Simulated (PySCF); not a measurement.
AlH2I, SMILES [I][AlH2]. Atoms are numbered in the order given.

```xyz
4

Al     0.0000     0.0000     1.9173
H      0.0000     1.4056     2.6546
H      0.0000    -1.4056     2.6546
I      0.0000     0.0000    -0.5705
```
Charge 0, spin multiplicity 1.

Coordinates come from a PBE-D3(BJ)/def2-TZVP optimisation. The def2 effective core potentials stand for the cores of I; spin–orbit coupling is left out.

Method: TDA-B3LYP/def2-TZVPD in PySCF.

Vertical excitations. Isolated molecule, no solvent. State labels are in the subgroup C2v.

Computed UV-visible absorptions:
| state | symmetry | energy (eV) | λ (nm) | f | main pairs |
|---|---|---|---|---|---|
| S1 | A2 | 4.32 | 287 | 0.000 | HOMO→LUMO 100 % |
| S2 | A1 | 5.05 | 246 | 0.063 | HOMO−1→LUMO 94 % |
| S3 | B1 | 5.61 | 221 | 0.001 | HOMO−2→LUMO 99 % |
| S4 | B2 | 5.71 | 217 | 0.044 | HOMO→LUMO+1 98 % |
| S5 | A2 | 5.76 | 215 | 0.000 | HOMO−3→LUMO 100 % |
| S6 | B1 | 6.00 | 207 | 0.051 | HOMO−1→LUMO+1 98 % |
| S7 | B2 | 6.66 | 186 | 0.020 | HOMO→LUMO+2 97 % |
| S8 | B2 | 6.94 | 179 | 0.002 | HOMO→LUMO+3 93 % |
| S9 | B1 | 6.99 | 177 | 0.076 | HOMO−1→LUMO+2 91 % |
| S10 | B1 | 7.31 | 170 | 0.030 | HOMO−1→LUMO+3 90 % |
| T1 | A2 | 4.18 | 297 | 0 | HOMO→LUMO 98 % |
| T2 | A1 | 4.39 | 282 | 0 | HOMO−1→LUMO 99 % |
| T3 | B1 | 5.24 | 237 | 0 | HOMO−2→LUMO 91 % |
| T4 | A2 | 5.32 | 233 | 0 | HOMO−3→LUMO 97 % |
Triplets are in the Tamm–Dancoff approximation.
